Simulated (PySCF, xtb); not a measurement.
HI2Si, SMILES I[SiH]I (connectivity only; charge and spin as stated), charge +1, multiplicity 1.

Harmonic wavenumbers (cm⁻¹) from GFN2-xTB (xtb) at its own minimum, in rising order: 73, 364, 436, 530, 582, 2389.

Problem. What does PBE-D3(BJ)/def2-SVP in PySCF give at its own minimum? (The exact figures need the calculation; the answer reports its results.)

Solution. 94, 333, 411, 493, 718, 2212. Paired by order, the mean absolute difference is 71 cm⁻¹ and the zero-point energies are 6.3 and 6.1 kcal/mol.
